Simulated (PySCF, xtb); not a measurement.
Sn(H)(F)2(Me) (CH₄F₂Sn), SMILES [CH3][SnH]([F])[F].

GFN2-xTB in xtb at its own geometry gives an orbital gap of 4.42 eV and a dipole moment of 5.96 D.

Geometry: PBE0-D3(BJ)/def2-SVP. The def2 effective core potentials stand for the cores of Sn; spin–orbit coupling is left out.

### Question
What does PBE0/def2-TZVP (PySCF) give? (The exact figures need the calculation; the answer reports its results.)

### Answer
gap 8.42 eV (levels -9.23 and -0.81 eV), dipole 4.16 D.
